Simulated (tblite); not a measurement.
Parent: `[CH3:1][O:2][C@@H:3]1[CH2:4][C@@H:5]1[SiH3:6]` with C1–O2–C3–C4 -79°, C4H10OSi.

Structures optimised with GFN2-xTB, isolated species. One conformer each, not checked by frequencies here.

```
coordinate of the parent    value
                   C1–O2  1.407 Å
                   O2–C3  1.395 Å
                   C3–C4  1.498 Å
                   C4–C5  1.506 Å
                  C5–Si6  1.886 Å
                   C3–C5  1.492 Å
                C1–O2–C3   113.9°
                O2–C3–C4   119.2°
                O2–C3–C5   114.5°
                C4–C3–C5    60.5°
                C3–C4–C5    59.6°
               C4–C5–Si6   118.6°
                C3–C5–C4    59.9°
               C3–C5–Si6   113.9°
```

**Question.** How does the shared frame change in `[CH3:1][O:2][C@@H:3]1[C@H:4]([SiH3:5])[C@H:6]1[O:7][CH:8]([F:9])[F:10]` with C1–O2–C3–C4 151°, C4–C6–O7–C8 -77°, C6–O7–C8–F9 -80°, C5H10F2O2Si? Atoms pair as C1 = C1, O2 = O2, C3 = C3, C4 = C6, C5 = C4, Si6 = Si5 (parent first).

**Answer.** 
```json
{"parent": "C1–O2", "relative": "C1–O2", "value in the relative": "1.412 Å", "change": "+0.005"}
{"parent": "O2–C3", "relative": "O2–C3", "value in the relative": "1.387 Å", "change": "-0.008"}
{"parent": "C3–C4", "relative": "C3–C6", "value in the relative": "1.499 Å", "change": "+0.001"}
{"parent": "C4–C5", "relative": "C6–C4", "value in the relative": "1.505 Å", "change": "-0.001"}
{"parent": "C5–Si6", "relative": "C4–Si5", "value in the relative": "1.890 Å", "change": "+0.004"}
{"parent": "C3–C5", "relative": "C3–C4", "value in the relative": "1.494 Å", "change": "+0.002"}
{"parent": "C1–O2–C3", "relative": "C1–O2–C3", "value in the relative": "113.8°", "change": "-0.1"}
{"parent": "O2–C3–C4", "relative": "O2–C3–C6", "value in the relative": "118.7°", "change": "-0.5"}
{"parent": "O2–C3–C5", "relative": "O2–C3–C4", "value in the relative": "115.0°", "change": "+0.5"}
{"parent": "C4–C3–C5", "relative": "C6–C3–C4", "value in the relative": "60.4°", "change": "-0.1"}
{"parent": "C3–C4–C5", "relative": "C3–C6–C4", "value in the relative": "59.6°", "change": "0.0"}
{"parent": "C4–C5–Si6", "relative": "C6–C4–Si5", "value in the relative": "118.2°", "change": "-0.4"}
{"parent": "C3–C5–C4", "relative": "C3–C4–C6", "value in the relative": "60.0°", "change": "+0.1"}
{"parent": "C3–C5–Si6", "relative": "C3–C4–Si5", "value in the relative": "114.1°", "change": "+0.2"}
```

Of the parent's bonds, O2–C3 changes most (-0.008 Å). Bonds of the relative outside the shared frame: C6–O7 1.411, O7–C8 1.347, C8–F9 1.363, C8–F10 1.339 Å. Point group C1 → C1.

These are computed values.
